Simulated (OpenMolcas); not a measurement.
## Sn3+: RASPT2 settings compared

```yaml
Program: OpenMolcas 26.06
Basis: ANO-R1 [6s5p3d1f]
Scalar_Hamiltonian: X2C, finite nucleus
Active_space: 1 electron in 9 orbitals (RAS2 5s 5p; RAS3 5d, at most 1 electron)
State_averaging: 2S+1 = 2 even, 1 root; 2S+1 = 2 odd, 3 roots
Spin-orbit_coupling: RASSI with atomic mean-field integrals over the reference wave functions, term energies averaged over their components
```

Methods on the same reference wave functions:
A. RASSCF
B. SS-RASPT2, IPEA 0.5 Eh, sigma1 regulariser 0.15 Eh (closed shells correlated: 4d)
C. SS-RASPT2, IPEA 0.1 Eh, real shift 0.15 Eh (closed shells correlated: 4s 4p 4d)
D. XMS-RASPT2, IPEA 0.15 Eh, sigma2 regulariser 0.2 Eh (closed shells correlated: 4s 4p 4d)

Energies in cm⁻¹ above 5s ²S_1/2, the measured ground level; measured values from Moore, Atomic Energy Levels, vol. III, NSRDS-NBS 35 (1971 reprint of NBS Circular 467, 1958).

| Level | A | B | C | D | Measured |
| --- | --- | --- | --- | --- | --- |
| 5s ²S_1/2 | 0.0 | 0.0 | 0.0 | 0.0 | 0.0 |
| 5p ²P°_1/2 | 65778 | 67016 | 67377 | 67095 | 69564 |
| 5p ²P°_3/2 | 72091 | 73329 | 73689 | 73407 | 76072 |

Deviations, from unrounded energies. A percentage is the sum of absolute deviations over the sum of measured energies, with the sign that they share, or ± where signs differ.

```
           Against measurement  Levels     A     B     C     D
mean absolute deviation (cm-1)       2  3900  2600  2300  2600
      other configurations (%)       2  -5.3  -3.6  -3.1  -3.5
```

C lies closest to measurement on these levels and A furthest from it. The largest miss of C in the table is 5p ²P°_3/2, by -2400 cm-1. The ranking rests on the paired levels alone, and a cruder setting can come out closer through cancelling errors.

Among B to D the level of the table that moves most is 5p ²P°_1/2, by 360 cm-1 (lowest in B, highest in C).

The lowest spin-free term lies below A's lowest term by 0.297 hartree in B, 0.374 hartree in C, 0.374 hartree in D.

With one active electron outside closed inactive shells, the extra shells (5d) add no correlation to the reference. The basis is small and was not contracted for so high a charge. With one active electron the reference holds no correlation, so core polarisation is missing (holds for A). With one active electron, CASPT2 adds the correlation within the correlated inactive shells and between them and that electron, and leaves the splitting within a term as the reference gives it (holds for B; C; D). Measured partners are found by configuration, term and J. A level has none where our copy of the source lacks it or the pairing is in doubt (some pairs that miss far off the trend of their configuration count as doubtful), and it then counts in no deviation. Levels of configurations outside the active space are missing.

° marks odd parity.
